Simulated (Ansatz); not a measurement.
This geometry of BF2H + Cl (5 atoms, charge 0, multiplicity 2) is a first-order saddle point.

These are results of UHF/6-31G* in Ansatz 0.2.0, not measurements.

```xyz
5
Properties=species:S:1:pos:R:3
B 0.000 -0.001 -0.040
H 0.000 0.001 1.586
F 1.134 -0.002 -0.655
F -1.134 -0.002 -0.655
Cl 0.000 0.004 2.995
```

(1) Which two structures does it join? (They come from a converged band through this point; their orientation in space is the band's.)

(2) How far does it lie above each of them?

## Answers

(1) Bonds broken: B1–H2. Bonds formed: H2–Cl5. BF2H + Cl becomes BF2 + ClH.

Initial state:

```xyz
5
Properties=species:S:1:pos:R:3
B 0.000 0.009 -0.353
H 0.000 0.061 0.827
F 1.119 -0.021 -1.024
F -1.119 -0.021 -1.024
Cl 0.000 -0.029 4.804
```

Final state:

```xyz
5
Properties=species:S:1:pos:R:3
B 0.000 -0.004 -0.488
H 0.000 0.007 2.350
F 1.131 -0.008 -1.125
F -1.131 -0.008 -1.125
Cl 0.000 0.012 3.618
```

(2) 29.7 kcal/mol above the first and 7.6 kcal/mol above the second. This is the barrier of this one path; another mechanism may lie lower.

Run time: 3.3 min on 1 thread of Arm Neoverse V2 (shared host), peak memory 0.17 GiB.
